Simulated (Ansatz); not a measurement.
Cost and result for the atomization energy of `N=[CH][AlH][CH2][SiH3]` (13 atoms, 12 bonds).

```xyz
13

N     1.4245   -0.0367   -3.0815
C     1.1665   -0.4735   -1.9094
Al    0.6164    0.7495   -0.4551
C     0.1921    0.1627    1.3507
Si   -1.5538   -0.4742    1.5372
H     1.3051    0.9804   -3.1307
H     1.2781   -1.5614   -1.8004
H     0.5330    2.2679   -0.9188
H     0.8723   -0.6464    1.6424
H     0.3324    0.9919    2.0529
H    -1.7670   -1.6466    0.6432
H    -2.5317    0.5772    1.1389
H    -1.8679   -0.8909    2.9307
```

Total charge 0; spin multiplicity 1. Geometry: relaxed with PBE0-D4/def2-TZVP. It is one conformer, not always the lowest. Program: Ansatz. All runs use 4 threads of an Intel Xeon Platinum 8175M on a shared host. Times are those of one run each, without the atoms' runs, and a repeat can differ threefold. Electronic energies, without spin–orbit coupling; frozen cores. CCSD(T)/CBS adds CCSD(T) − MP2 in def2-TZVPP to the MP2 limit, and its time is that of the two runs behind it. T1 = 0.012; the RHF reference is unstable towards UHF. B3LYP takes the VWN-RPA correlation (the form of Gaussian; ORCA's B3LYP/G).

CCSD(T)/CBS is a level of theory with its own doubt, some kJ/mol a heavy atom from the limit and from the frozen cores, so smaller differences don't rank the functionals.

```tsv
level	functions	wall time	atomization (kcal/mol)	difference from CCSD(T)/CBS	per bond
PBE-D4/def2-TZVPP (with forces)	289	3.6 s	1066.9	11.2	0.9
PBE0-D4/def2-TZVPP	289	4.4 s	1052.0	-3.7	-0.3
r2SCAN-D4/def2-TZVPP (with forces)	289	6 s	1054.8	-0.9	-0.1
B3LYP-D4/def2-TZVPP (with forces)	289	7 s	1057.3	1.6	0.1
B2PLYP/def2-TZVPP	289	7.5 s	1043.7	-12.0	-1.0
ωB97X-V/def2-TZVPP	289	11 s	1061.1	5.4	0.4
ωB97M-V/def2-TZVPP (with forces)	289	14 s	1059.4	3.7	0.3
MP2/def2-QZVPP	551	34 s	1050.8	-4.9	-0.4
CCSD(T)/def2-TZVPP	289	2.1 min	1027.8	-27.9	-2.3
CCSD(T)/CBS(def2)	–	2.6 min	1055.7	0.0	0.0
```

From PBE to PBE0 (25 % exact exchange), in def2-TZVPP and without D4, the atomization energy moves by −14.0 kcal/mol: exact exchange takes away binding that semilocal exchange gives to molecules. The D4 term adds +9.9 kcal/mol with B3LYP and +5.2 kcal/mol with PBE0; it sums over pairs of atoms, weighted by their polarisabilities, and B3LYP, whose exchange is more repulsive, gets the larger term. In def2-TZVPP, CCSD(T) changes the Hartree–Fock value by +259.7 kcal/mol (the triples alone add +14.8 kcal/mol) and MP2 by +266.1 kcal/mol; breaking electron pairs costs correlation energy, which Hartree–Fock lacks.
